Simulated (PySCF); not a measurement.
## Manganese: a sound run and one with changed settings

Sound run: Mn [Ar] 3d5 4s2, Mn⁺ [Ar] 3d5 4s1. Calculation: PySCF 2.14, in pcseg-2 (6s4p3d2f1g, 56 functions); the non-relativistic Hamiltonian (point nucleus). The sound run starts from symmetry-adapted Hartree-Fock orbitals and uses a fine grid where one is needed.

Changed run: 14 angular points. This setting is unsound on purpose.

| species | method | sound run (hartree) | changed run (hartree) | converged |
| --- | --- | --- | --- | --- |
| Mn | UHF | -1149.84714 | -1149.84714 | yes |
| Mn | M06-2X | -1150.98398 | -1151.03122 | yes |
| Mn | B3LYP | -1151.03162 | -1151.35346 | yes |
| Mn⁺ | UHF | -1149.62764 | -1149.62764 | yes |
| Mn⁺ | M06-2X | -1150.68908 | -1150.73625 | yes |
| Mn⁺ | B3LYP | -1150.75616 | -1151.08030 | yes |

Ionisation energy of Mn:

| method | sound run (eV) | changed run (eV) |
| --- | --- | --- |
| UHF | 5.973 | 5.973 |
| M06-2X | 8.025 | 8.026 |
| B3LYP | 7.496 | 7.433 |

A coarse angular grid integrates products of high-l functions wrongly, so density functionals can shift, and the SCF can exploit the error; Hartree-Fock and MP2 need no grid.

For comparison, NIST gives 7.434 eV between the lowest levels.
